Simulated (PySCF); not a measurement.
**How methods differ on the excitation energy of N²⁺**

N²⁺ [He] 2s2 2p1 (2P) → N²⁺ [He] 2s1 2p2 (4P), as a difference of total energies. Computed with PySCF 2.14 in aug-cc-pVDZ, with no relativity, point nucleus. Correlated levels: valence: 1s2 frozen. The calculations carry no spin-orbit coupling.

| method | excitation energy (eV) |
| --- | --- |
| UHF | 5.191 |
| LDA | 6.576 |
| PBE | 6.640 |
| PBE0 | 6.520 |
| r2SCAN | 5.875 |
| TPSSh | 6.858 |
| LC-wPBE | 6.545 |
| BHandHLYP | 6.983 |
| M06-L | 6.502 |
| MP2 (valence) | 6.254 |
| SCS-MP2 (valence) | 6.578 |

Q: How much does correlation contribute at MP2 (valence)?

A: 6.254 − (5.191) = 1.063 eV, measured against UHF.
